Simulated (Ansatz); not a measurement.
Gas-phase reaction R1 → P1, each structure at its B3LYP-D3(BJ)/def2-TZVP stationary point, reached from a drawn start; harmonic modes at that level show minima.
R1, HOS (SMILES [O]S) (charge 0, multiplicity 2):
```xyz
3

S     -0.42691    -0.12812    -0.38586
O     -0.42211    -0.12668     1.11960
H      0.84902     0.25471    -0.73384
```
P1, HOS (SMILES O[S]) (charge 0, multiplicity 2):
```xyz
3

O     -0.2905    -0.0872    -0.4430
S     -0.2975    -0.0893     1.1970
H      0.5880     0.1764    -0.7539
```

P less R. No zero-point or thermal terms; open shells are unrestricted.

Frozen-core correlation throughout. CBS: X⁻³ extrapolation of the correlation energy, Hartree–Fock from the larger set.

The values were computed with Ansatz (Gaussian orbitals). Each number belongs to the level named beside it.

**Question.** One of these levels gives 178.2 meV for the reaction energy. Name it.
(A) BLYP/def2-TZVPPD
(B) BHLYP/def2-TZVPPD
(C) MP2/CBS(aug-cc-pV(T+d)Z, aug-cc-pV(Q+d)Z)
(D) CAM-B3LYP/def2-TZVPPD

**Answer.** A, BLYP/def2-TZVPPD. The others give 43.3 (BHLYP/def2-TZVPPD), 64.9 (CAM-B3LYP/def2-TZVPPD), -67.0 (MP2/CBS(aug-cc-pV(T+d)Z, aug-cc-pV(Q+d)Z))

Ansatz is a quantum-chemistry and plane-wave program.
